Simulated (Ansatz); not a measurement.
`CO[SiH](C)S` + HCl → `CO[SiH](S)Cl` + CH₄  (ligand exchange at the Si–C bond)

Isolated molecules relaxed with PBE0-D4/def2-TZVP in Ansatz; ΔE leaves out vibrations. CCSD(T)/CBS is the MP2 limit (def2-TZVPP, def2-QZVPP) plus CCSD(T) − MP2 in def2-TZVPP, frozen cores. This one scheme is used for every species. DFT in def2-TZVPP. B3LYP here is the variant with VWN-RPA as its local correlation; programs differ in this. One conformer a species, not always the lowest.

`CO[SiH](C)S`:

```xyz
13

C     1.365    1.626   -0.257
O     0.869    0.344   -0.557
Si   -0.285   -0.415    0.328
C    -0.661   -2.005   -0.540
S    -2.097    0.728    0.466
H     1.794    1.665    0.752
H     2.151    1.866   -0.975
H     0.577    2.383   -0.333
H     0.207   -0.595    1.721
H    -1.350   -2.613    0.049
H    -1.117   -1.811   -1.514
H     0.258   -2.572   -0.703
H    -1.712    1.399    1.563
```

HCl:

Z-matrix (Å, degrees):
```
Cl
H 1 1.279
```

`CO[SiH](S)Cl`:

Cartesian coordinates in Å:
```
C -0.763 -0.993 -0.982
O 0.156 0.078 -0.891
Si 0.964 0.473 0.464
S -0.322 0.872 2.106
Cl 2.072 2.105 -0.052
H -1.555 -0.901 -0.232
H -0.261 -1.957 -0.851
H -1.210 -0.964 -1.977
H 1.859 -0.608 0.928
H -0.940 1.894 1.488
```

CH₄:

Cartesian coordinates in Å:
```
C 0.000 0.000 0.000
H 0.039 -1.088 0.043
H -0.326 0.313 -0.991
H 0.990 0.407 0.202
H -0.703 0.368 0.747
```

```tsv
level	ΔE (kJ/mol)	difference from CCSD(T)/CBS
B3LYP-D4	-102.3	-2.2
ωB97X-V	-100.5	-0.4
ωB97M-V	-100.8	-0.7
B2PLYP	-103.3	-3.2
r2SCAN	-103.9	-3.8
PBE0	-100.0	0.1
B3LYP	-102.8	-2.7
HF/def2-TZVPP	-108.3	-8.2
SCS-MP2/def2-TZVPP	-101.9	-1.8
CCSD/def2-TZVPP	-96.9	3.2
CCSD(T)/def2-TZVPP	-96.9	3.2
HF/def2-QZVPP	-108.2	-8.1
MP2/def2-QZVPP	-104.1	-4.0
SCS-MP2/def2-QZVPP	-103.6	-3.5
HF/CBS(def2)	-108.1	-8.0
MP2/CBS(def2)	-105.5	-5.4
CCSD(T)/CBS	-100.1	0
```

Largest T1 diagnostic among the species: 0.011.

In def2-TZVPP, CCSD(T) changes the Hartree–Fock value by +11.5 kJ/mol (the triples alone add +0.1 kJ/mol) and MP2 by +6.0 kJ/mol.
